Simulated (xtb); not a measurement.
H12Si5, charge -1, doublet, at a GFN2-xTB geometry (a state made from the parent by changing its charge; the spin is typed, not shown lowest), atoms displaced at random by about 0.02 Å a coordinate; GFN2-xTB (xtb).

xtb was given this input:
```
$ xtb mol.xyz --gfn 2 --chrg -1 --uhf 1 --opt --input xcontrol --json

# file mol.xyz
17

Si    -0.77632006    -0.69922906    -2.32070148
Si     0.20274127    -0.19151978    -0.18420433
Si     0.03703626     2.16517944    -0.09805805
Si    -1.52844886    -0.71287143     1.35464230
Si     2.06493763    -0.59416346     1.26199805
H     -2.01915921    -0.36603869    -3.11068113
H     -0.77318968    -2.14272130    -2.43678957
H      0.24997737    -0.24366855    -3.28685354
H      0.23564087     2.78818102     1.21077521
H     -1.26557766     2.69074109    -0.51807059
H      0.98145025     2.85998758    -0.94947562
H     -2.87920985    -0.27554522     0.91182647
H     -1.74682200    -2.16700237     1.59561139
H     -1.39276689    -0.19893227     2.74612733
H      2.22557405    -2.09132162     1.35069022
H      3.29938831    -0.23731358     0.40833003
H      2.67818366    -0.24687356     2.59728066

# file xcontrol
$opt
  engine=lbfgs
$end
```

It wrote (shortened):

```
   ID    Z sym.   atoms
    1   14 Si     1-5
    2    1 H      6-17

           -------------------------------------------------
          |                Calculation Setup                |
           -------------------------------------------------

           -------------------------------------------------
          |                 G F N 2 - x T B                 |
           -------------------------------------------------

          ...................................................
          :                      SETUP                      :
          :.................................................:
          :  # basis functions                  62          :
          :  # atomic orbitals                  57          :
          :  # shells                           27          :
          :  # electrons                        33          :
          :  max. iterations                   250          :
          :  Hamiltonian                  GFN2-xTB          :
          :  restarted?                      false          :
          :  GBSA solvation                  false          :
          :  PC potential                    false          :
          :  electronic temp.          300.0000000     K    :
          :  accuracy                    1.0000000          :
          :  -> integral cutoff          0.2500000E+02      :
          :  -> integral neglect         0.1000000E-07      :
          :  -> SCF convergence          0.1000000E-05 Eh   :
          :  -> wf. convergence          0.1000000E-03 e    :
          :  Broyden damping             0.4000000          :
          :  net charge                         -1          :
          :  unpaired electrons                  1          :
          ...................................................

 iter      E             dE          RMSdq      gap      omega  full diag
   1    -14.7738339 -0.147738E+02  0.722E+00    1.71       0.0  T
   2    -14.9573400 -0.183506E+00  0.480E+00    1.29       1.0  T
   3    -14.9466051  0.107349E-01  0.282E+00    1.57       1.0  T
   4    -14.9558019 -0.919681E-02  0.209E+00    1.54       1.0  T
   5    -14.9727548 -0.169528E-01  0.931E-01    1.60       1.0  T
   6    -14.9734972 -0.742402E-03  0.542E-01    1.68       1.0  T
   7    -14.9734328  0.643051E-04  0.242E-01    1.69       1.0  T
   8    -14.9735299 -0.970344E-04  0.182E-01    1.70       1.0  T
   9    -14.9735993 -0.694375E-04  0.972E-02    1.71       1.0  T
  10    -14.9736372 -0.378774E-04  0.480E-02    1.70       1.0  T
  11    -14.9736401 -0.289607E-05  0.213E-02    1.71       1.1  T
  12    -14.9736406 -0.539637E-06  0.828E-03    1.71       2.9  T
  13    -14.9736407 -0.484467E-07  0.235E-03    1.71      10.3  T
  14    -14.9736407 -0.530405E-08  0.972E-04    1.71      25.0  T
  15    -14.9736407 -0.105241E-08  0.171E-04    1.71     141.5  T

   *** convergence criteria satisfied after 15 iterations ***

         :::::::::::::::::::::::::::::::::::::::::::::::::::::
         ::                     SUMMARY                     ::
         :::::::::::::::::::::::::::::::::::::::::::::::::::::
         :: total energy             -14.863308227079 Eh    ::
         :: gradient norm              0.036160071236 Eh/a0 ::
         :: HOMO-LUMO gap              1.710177047516 eV    ::
         ::.................................................::
         :: SCC energy               -14.973553010789 Eh    ::
         :: -> isotropic ES            0.091482293732 Eh    ::
         :: -> anisotropic ES          0.010019387898 Eh    ::
         :: -> anisotropic XC         -0.001267080166 Eh    ::
         :: -> dispersion             -0.019195878275 Eh    ::
         :: repulsion energy           0.110244783709 Eh    ::
         :: add. restraining           0.000000000000 Eh    ::
         :: total charge              -1.000000000000 e     ::
         :::::::::::::::::::::::::::::::::::::::::::::::::::::

      -----------------------------------------------------------
     |                       L-ANC optimizer                     |
      -----------------------------------------------------------
          low memory version by Sebastian Ehlert

          ...................................................
          :                      SETUP                      :
          :.................................................:
          :   energy convergence        0.5000000E-05 Eh    :
          :   grad. convergence         0.1000000E-02 Eh/a0 :
          :   optimization log               true           :
          :   writing optlog all                1     steps :
          :   Hessian reset                    20     steps :
          :   maximium step len.        1.0000000     a0    :
          :   LBFGS images                     20           :
          ...................................................
 * calculating model hessian...
Using Lindh-Hessian (1995)
 Shifting diagonal of input Hessian by    1.0430613465141505E-002
 Lowest  eigenvalues of input Hessian
    0.010000    0.010026    0.010040    0.010085    0.010345    0.010418
    0.000000    0.000000    0.000000    0.000000    0.000000    0.000000
    0.010465    0.010494    0.010625    0.011604    0.011823    0.011918
 Highest eigenvalues
    0.478553    0.495238    0.515214    0.560950    0.576181    0.588916

........................................................................
.............................. CYCLE    1 ..............................
........................................................................

 iter      E             dE          RMSdq      gap      omega  full diag
   1    -14.9783890 -0.149784E+02  0.909E-01    1.61       0.0  T
   2    -14.9784457 -0.567093E-04  0.648E-01    1.54       1.0  T
   3    -14.9782745  0.171159E-03  0.491E-01    1.58       1.0  T
   4    -14.9792501 -0.975592E-03  0.149E-01    1.59       1.0  T
   5    -14.9793478 -0.977235E-04  0.111E-01    1.56       1.0  T
[...]
 * total energy  :   -14.8651604 Eh     change       -0.1852190E-02 Eh
 * total energy  :   -14.8662452 Eh     change       -0.1084793E-02 Eh
 * total energy  :   -14.8663735 Eh     change       -0.1282645E-03 Eh
 * total energy  :   -14.8665233 Eh     change       -0.1498340E-03 Eh
 * total energy  :   -14.8665591 Eh     change       -0.3582192E-04 Eh
 * total energy  :   -14.8666143 Eh     change       -0.5517386E-04 Eh
 * total energy  :   -14.8666319 Eh     change       -0.1762652E-04 Eh
 * total energy  :   -14.8666575 Eh     change       -0.2560635E-04 Eh
 * total energy  :   -14.8666641 Eh     change       -0.6565521E-05 Eh
 * total energy  :   -14.8666692 Eh     change       -0.5091983E-05 Eh
 * total energy  :   -14.8666744 Eh     change       -0.5171798E-05 Eh
 * total energy  :   -14.8666770 Eh     change       -0.2653186E-05 Eh
   *** GEOMETRY OPTIMIZATION CONVERGED AFTER 12 CYCLES ***
         :: total energy             -14.866677021157 Eh    ::
[...]
           -------------------------------------------------

    * Orbital Energies and Occupations

         #    Occupation            Energy/Eh            Energy/eV
      -------------------------------------------------------------
         1        2.0000           -0.6137102             -16.6999
       ...           ...                  ...                  ...
         5        2.0000           -0.3951997             -10.7539
         6        2.0000           -0.2859816              -7.7820
         7        2.0000           -0.2856810              -7.7738
         8        2.0000           -0.2847942              -7.7496
         9        2.0000           -0.2843405              -7.7373
        10        2.0000           -0.2697313              -7.3398
        11        2.0000           -0.2692796              -7.3275
        12        2.0000           -0.2682764              -7.3002
        13        2.0000           -0.2676448              -7.2830
        14        2.0000           -0.2063531              -5.6152
        15        2.0000           -0.1996401              -5.4325
        16        2.0000           -0.1872324              -5.0949
        17        1.0000           -0.1052396              -2.8637 (HOMO)
        18                         -0.0422771              -1.1504 (LUMO)
        19                         -0.0395268              -1.0756
        20                         -0.0382460              -1.0407
        21                         -0.0354959              -0.9659
        22                         -0.0275174              -0.7488
        23                         -0.0215008              -0.5851
        24                         -0.0076360              -0.2078
        25                         -0.0057423              -0.1563
        26                          0.0023266               0.0633
        27                          0.0196397               0.5344
        28                          0.0316940               0.8624
       ...                                ...                  ...
        57                          1.2389940              33.7147
      -------------------------------------------------------------
                  HL-Gap            0.0629625 Eh            1.7133 eV
             Fermi-level           -0.1099972 Eh           -2.9932 eV

     #   Z          covCN         q      C6AA      α(0)
     1  14 Si       3.621     0.302   102.866    19.463
     2  14 Si       3.658     0.087   108.376    19.955
     3  14 Si       3.682     0.330   101.582    19.309
     4  14 Si       3.682     0.330   101.578    19.309
     5  14 Si       3.620     0.302   102.881    19.465
     6   1 H        0.907    -0.161     8.272     4.499
     7   1 H        0.911    -0.207    11.380     5.277
     8   1 H        0.911    -0.207    11.399     5.281
     9   1 H        0.915    -0.198    10.640     5.102
    10   1 H        0.915    -0.198    10.651     5.105
    11   1 H        0.915    -0.204    11.111     5.214
    12   1 H        0.915    -0.198    10.666     5.108
    13   1 H        0.915    -0.204    11.110     5.214
    14   1 H        0.915    -0.198    10.648     5.104
    15   1 H        0.911    -0.207    11.405     5.283
    16   1 H        0.911    -0.207    11.390     5.279
    17   1 H        0.907    -0.161     8.273     4.500

 Mol. C6AA /au·bohr⁶  :       7987.974741
 Mol. C8AA /au·bohr⁸  :     317508.277060
 Mol. α(0) /au        :        158.466700

Wiberg/Mayer (AO) data.
largest (>0.10) Wiberg bond orders for each atom

 ---------------------------------------------------------------------------
     #   Z sym  total        # sym  WBO       # sym  WBO       # sym  WBO
 ---------------------------------------------------------------------------
     1  14 Si   3.778 --     2 Si   0.928     6 H    0.877     7 H    0.872
                             8 H    0.872     5 Si   0.121
     2  14 Si   3.882 --     1 Si   0.928     5 Si   0.927     4 Si   0.878
                             3 Si   0.877
     3  14 Si   3.705 --    11 H    0.888     9 H    0.885    10 H    0.885
                             2 Si   0.877
     4  14 Si   3.705 --    13 H    0.888    12 H    0.885    14 H    0.885
                             2 Si   0.878
     5  14 Si   3.777 --     2 Si   0.927    17 H    0.877    16 H    0.872
                            15 H    0.872     1 Si   0.121
     6   1 H    0.964 --     1 Si   0.877
     7   1 H    0.957 --     1 Si   0.872
     8   1 H    0.956 --     1 Si   0.872
     9   1 H    0.960 --     3 Si   0.885
    10   1 H    0.960 --     3 Si   0.885
    11   1 H    0.958 --     3 Si   0.888
    12   1 H    0.960 --     4 Si   0.885
    13   1 H    0.958 --     4 Si   0.888
    14   1 H    0.960 --     4 Si   0.885
    15   1 H    0.956 --     5 Si   0.872
    16   1 H    0.956 --     5 Si   0.872
    17   1 H    0.964 --     5 Si   0.877
 ---------------------------------------------------------------------------

Topologies differ in total number of bonds
Writing topology from bond orders to xtbtopo.mol

molecular dipole:
                 x           y           z       tot (Debye)
 q only:       -0.055       0.059       0.020
   full:       -0.282       0.273       0.200       1.120
molecular quadrupole (traceless):
                xx          xy          yy          xz          yz          zz
 q only:       -0.119      -1.743       2.061      -4.346       1.326      -1.941
  q+dip:       -0.403      -1.225       2.803      -5.012       0.851      -2.400
   full:       -0.838      -1.083       4.615      -7.511       0.576      -3.777

optimized geometry written to: xtbopt.xyz

           -------------------------------------------------
          | TOTAL ENERGY              -14.866677021157 Eh   |
          | GRADIENT NORM               0.000482469379 Eh/α |
          | HOMO-LUMO GAP               1.713298174776 eV   |
           -------------------------------------------------

normal termination of xtb
```
